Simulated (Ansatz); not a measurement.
`CCB(O)BCl`, 13 atoms. Total charge 0; spin multiplicity 1. All runs use 4 threads of a server CPU on a shared host. Correlated methods freeze the cores.

Question: Give the basis size and wall time and peak host memory of each of these runs in Ansatz. RHF-MP2/def2-QZVPP energy; RHF-CCSD(T)/def2-SVP energy; RKS BHLYP-D4/def2-TZVPP energy; RKS PBE0-D4/def2-SVP energy; direct RPA on PBE orbitals/def2-TZVPP energy; RKS r2SCAN-D4/def2-TZVPP energy and forces; RKS PBE0-D4/def2-TZVP frequencies; RKS PBE0-D4/def2-QZVPP energy; RKS PBE0-D4/def2-TZVP relaxation (14 steps); RKS CAM-B3LYP-D4/def2-TZVPP energy; RKS B2PLYP (frozen core)/def2-TZVPP energy; RKS ωB97M-V/def2-QZVPP energy. (An estimate is asked.)

Answer: Computed: Other jobs shared the machine, so times are rough.

```tsv
level	job	functions	wall time	peak host memory (GiB)
RKS PBE0-D4/def2-SVP	energy	123	1 s	0.3
RKS r2SCAN-D4/def2-TZVPP	energy and forces	295	3.4 s	0.45
RKS BHLYP-D4/def2-TZVPP	energy	295	3.6 s	0.87
RKS CAM-B3LYP-D4/def2-TZVPP	energy	295	4.1 s	0.94
direct RPA on PBE orbitals/def2-TZVPP	energy	295	5.5 s	0.88
RHF-CCSD(T)/def2-SVP	energy	123	5.5 s	0.78
RKS B2PLYP (frozen core)/def2-TZVPP	energy	295	6.5 s	0.9
RKS PBE0-D4/def2-QZVPP	energy	565	9.5 s	2.3
RKS ωB97M-V/def2-QZVPP	energy	565	16 s	2.6
RHF-MP2/def2-QZVPP	energy	565	26 s	4.5
RKS PBE0-D4/def2-TZVP	relaxation (14 steps)	234	39 s	0.72
RKS PBE0-D4/def2-TZVP	frequencies	234	2.8 min	0.77
```
